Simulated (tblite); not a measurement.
Species: C2H8O3SSi.
Geometry (GFN2-xTB, Å), atoms numbered from 1 in this order:
```
atom  x, y, z in Å
C1     2.287   -0.410    0.387
S2     1.194   -1.514   -0.548
C3     0.023   -0.279   -1.218
Si4   -1.200    0.347    0.098
O5    -2.460    1.174   -0.508
O6    -1.827   -0.916    0.914
O7    -0.363    1.383    1.030
H8     1.687    0.221    1.034
H9     2.952   -1.037    0.971
H10    2.862    0.196   -0.309
H11   -0.499   -0.804   -2.016
H12    0.618    0.509   -1.671
H13   -3.189    0.692   -0.885
H14   -1.256   -1.624    1.204
H15   -0.833    2.072    1.494
```

Calculated harmonic vibrations of the isolated species, GFN2-xTB (tblite), most abundant isotopes, no scaling. Errors from tens to a few hundred cm⁻¹ against measured bands are possible. One conformer, not necessarily the lowest.

Harmonic wavenumbers (cm⁻¹): 33.0, 95.0, 113.5, 143.3, 155.9, 188.7, 225.1, 247.0, 265.2, 285.1, 300.1, 334.0, 345.1, 653.2, 711.0, 737.6, 764.3, 810.1, 828.5, 841.0, 874.3, 936.0, 939.0, 957.0, 964.7, 1088.6, 1187.6, 1321.6, 1434.2, 1448.5, 1456.4, 3006.6, 3010.7, 3016.4, 3050.9, 3063.4, 3660.2, 3663.2, 3699.2.

A = 3044, B = 1120, C = 1036 MHz; mass 139.996 u (most abundant isotopes); point group C1, symmetry number 1.

Zero-point energy?

Half the sum of the wavenumbers: 23428 cm⁻¹ = 66.98 kcal/mol.

Give the ideal-gas entropy at 500 K and 1 bar in the rigid-rotor, harmonic-oscillator model (classical rotation).

Translation 43.32, rotation 30.44, vibration 52.76: S = 126.5 cal/(mol K).

And Cp and H(500 K) − H(0)?

Cp = 52.15 cal/(mol K), of which vibrations give 44.20 (their classical limit is 39 R = 77.5); H(500 K) − H(0) = 16.90 kcal/mol without the zero-point energy, 12.92 from vibrations.

Blend soft modes into free rotors: weight 1/[1 + (100 cm⁻¹/ν̃)⁴] for the oscillator and the rest for a rotor with moment μB/(μ + B), μ = h/(8π²ν), B = 10⁻⁴⁴ kg m². What vibrational entropy results?

49.29 cal/(mol K) in place of 52.76, which changes −T·S at 500 K by +1.74 kcal/mol.

How do the functions run with temperature in this model?

```
T (K)  S (cal/(mol K))  Cp (cal/(mol K))  H − H(0) (kcal/mol)  G − H(0) (kcal/mol)  ln q(vib)
  100             70.6              21.2                 1.38                -5.69       1.94
  200             88.7              31.4                 4.04               -13.70       5.02
  300            103.1              39.7                 7.61               -23.31       8.03
  800            153.5              62.4                34.25               -88.56      20.71
 1000            167.9              66.9                47.20              -120.74      24.87
```

q(vib) and H(0) count from the zero-point level.

Which modes carry the vibrational entropy at 500 K?

33.0 cm⁻¹: 6.67; 95.0 cm⁻¹: 4.57; 113.5 cm⁻¹: 4.22; 143.3 cm⁻¹: 3.76; 155.9 cm⁻¹: 3.60; 188.7 cm⁻¹: 3.22 cal/(mol K); the other 33 give 26.72 together.

What must be added to the electronic energy to get the Gibbs energy at 500 K and 1 bar?

ZPE + [H(500 K) − H(0)] − T·S = 66.98 + 16.90 − 63.26 = 20.62 kcal/mol.

Hindered rotation and anharmonicity are outside this model. Other conformers, if any are populated, would add a mixing term that is left out. The structure is chiral; the term R ln 2 for an equal mix with its mirror image is left out.
